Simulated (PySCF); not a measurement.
Mn(OH)2 (H2MnO2), SMILES [OH][Mn][OH] (connectivity only; charge and spin as stated), neutral, multiplicity 6. The structure is a stationary point at B3LYP-D3(BJ)/def2-TZVP. The spin state was assumed, not searched. The values are those of a single conformer.

Computed with B3LYP-D3(BJ)/def2-TZVP in PySCF.

Harmonic wavenumbers (cm⁻¹): 117, 118, 150, 463, 483, 609, 734, 3897, 3897. Rotational constants (GHz): 520.4, 4.223, 4.221; symmetry number 2.

### Question
Work out the zero-point energy and the ideal-gas rigid-rotor harmonic-oscillator thermochemistry at 298.15 K and 1 atm.

### Answer
ZPE = ½ Σ hcν = ½ × 10469 cm⁻¹ = 14.97 kcal/mol. H − E(el) = 19.09 kcal/mol. Entropy in cal/(mol K): translation 39.37, rotation 19.70, vibration 11.12, spin 3.56, total 73.75. G − E(el) = -2.90 kcal/mol. Cp = 18.12 cal/(mol K). Modes under 150 cm⁻¹ make the vibrational entropy uncertain.
